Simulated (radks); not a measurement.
The numbers below are computed, except where a source is named.
Ionisation of neutral tungsten, [Xe] 4f14 5d4 6s2, to W+, [Xe] 4f14 5d4 6s1, under several functionals. Dirac Kohn-Sham, spin-unpolarised, spherical densities, finite nucleus; open shells fill j = l - 1/2 first; a radial shooting solver on a logarithmic mesh with Libxc functionals.

functional                               E(W) (hartree)  Exc (hartree)  IE (eV)  -e(HOMO) (eV)  <r> HOMO (bohr)  IE error (eV)
SOGGA                                       -16158.0515      -319.6747    8.692          4.589            2.040         +0.828
B86b exchange with PBE correlation          -16164.6224      -326.3088    8.790          4.664            2.042         +0.926
LDA (Slater exchange, VWN5 correlation)     -16153.9763      -315.5684    9.005          4.854            2.037         +1.141
PBEsol                                      -16158.6270      -320.2543    8.803          4.682            2.040         +0.939
PW91                                        -16165.0282      -326.7230    8.826          4.704            2.041         +0.962

NIST Atomic Spectra Database: 7.864 eV (measured). Closest: SOGGA. The Delta-SCF values span 0.31 eV, the total energies 11.05 hartree. The highest occupied level is 5d3/2. Spin polarisation and multiplet splitting are left out, so open shells lie too high by an amount that depends on their filling.

Beside tabulated values, note that spin-unpolarised runs miss the spin-polarisation part of the exchange energy of open shells.
